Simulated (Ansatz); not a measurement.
Ideal-gas functions of CH5BOSi, SMILES `[SiH3]C1BO1` at 800 K and 1 bar, from an Ansatz frequency run at PBE0-D4/def2-TZVP.

Molar mass 71.95 g/mol, point group C1 (symmetry number 1), electronic degeneracy 1, moments of inertia 28.273, 139.911, 145.63 u Å². Harmonic wavenumbers (cm⁻¹, unscaled): 126, 219, 230, 566, 631, 701, 721, 819, 892, 924, 935, 954, 989, 1139, 1231, 1448, 2224, 2228, 2234, 2753, 3115.

Use S(trans) = R[1.5 ln M + 2.5 ln T − 1.1517]; rotational temperatures θ = 24.2544 K / I; S(rot) = R[ln(√π/σ · √(T³/θAθBθC)) + 1.5]; for each mode x = 1.438777 ν̃/T, S = R[x/(eˣ − 1) − ln(1 − e⁻ˣ)] and H = RT x/(eˣ − 1); 1 cm⁻¹ = 0.0119627 kJ/mol; R = 8.31446 J/(mol·K).

Task: By hand: the entropy, in J/(mol·K).

Result: Translation 182.7. Rotation: θ = 0.8579, 0.1734, 0.1665 K, giving 116.0. Vibration, mode by mode: 20.68, 16.11, 15.71, 8.52, 7.70, 6.92, 6.71, 5.81, 5.22, 4.99, 4.91, 4.78, 4.54, 3.67, 3.22, 2.37, 0.77, 0.77, 0.76, 0.35, 0.20, in all 124.7. Electronic 0.0. Sum 423.4 J/(mol·K).

Task: By hand: H − E and G − E in kJ/mol, counted from the electronic energy.

Result: Zero-point energy ½ × 25079 × 0.0119627 = 150.0; thermal vibration 53.4; translation, rotation and pV give 4 RT = 26.6. H − E = 230.0 kJ/mol, and G − E = 230.0 − 800 × 423.4/1000 = -108.7 kJ/mol.

Vibration gives 29 % of the entropy, 20.7 J/(mol·K) of it from the mode under 150 cm⁻¹: soft modes count most, and the harmonic formula is weakest for them. The sum counts one conformer and one mirror image; others add a mixing term.
